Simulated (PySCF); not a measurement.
A GIAO shielding run with PySCF 2.14 (density fitting, non-relativistic, gas phase) on `C=C[P@](=O)(C[SiH3])C1CC1`, C$_{6}$H$_{13}$OPSi:

```
$ OMP_NUM_THREADS=1 python probes_run.py task.json out

{"job": {"kind": "nmr", "xc": "PBE0", "basis": "pcSseg-1"}, "charge": 0, "multiplicity": 1}
C      0.658261     2.239359    -1.522617
C      0.468791     0.932904    -1.466013
P      0.041873     0.173642     0.124822
O     -0.008217     1.115814     1.246841
C      1.214942    -1.205329     0.345748
Si     2.927395    -0.486441     0.746451
C     -1.556426    -0.641435    -0.212719
C     -2.771185     0.176826     0.105556
C     -2.376375    -0.942397     1.006711
H      0.577653     2.825985    -0.620386
H      0.896993     2.764388    -2.434496
H      0.536219     0.294546    -2.335707
H      1.220760    -1.829491    -0.545865
H      0.838458    -1.800066     1.179801
H      3.845871    -1.626400     0.834106
H      3.343437     0.395340    -0.348074
H      2.887709     0.230254     2.015056
H     -1.592040    -1.326637    -1.049520
H     -3.646613     0.067668    -0.517403
H     -2.600625     1.181928     0.464093
H     -1.946598    -0.676797     1.962540
H     -2.970692    -1.844275     1.020225
```

Hardware: 1 thread of an Arm Neoverse V2, shared host. The job also computes population analyses, field gradients, ring-centre shieldings.

(1) How large is the calculation?

(2) How long does it take, and how much memory does it need?

Results:

(1) 86 electrons, 232 basis functions and 1247 auxiliary functions.

(2) 44 s of wall time, with 14 SCF cycles and 4 response iterations; peak memory 1.1 GiB. Times on a shared host scatter by some tens of per cent.
